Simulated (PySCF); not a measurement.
Computed IR spectrum (relative IR intensity) of a molecule C5H3F. Coordinates come from a PBE-D3(BJ)/def2-SVP optimisation. Other conformers were not sampled. Calculation: PBE-D3(BJ)/def2-SVP (PySCF). No scaling factor is applied to the harmonic values.

Lines under 2 % of the strongest are left out, and lines within 2 cm⁻¹ are merged.

```csv
ν (cm⁻¹),relative intensity
195,2.3
482,7.1
531,3.8
593,2.9
651,12
653,37
693,35
868,12
1019,100
1023,28
1262,44
2171,13
2929,5.7
3405,86
```

Problem. Which structure fits?
A) C#CC(F)C#C
B) C#CC(F)=C=C
C) C#CC=C=CF

Solution. A, C#CC(F)C#C
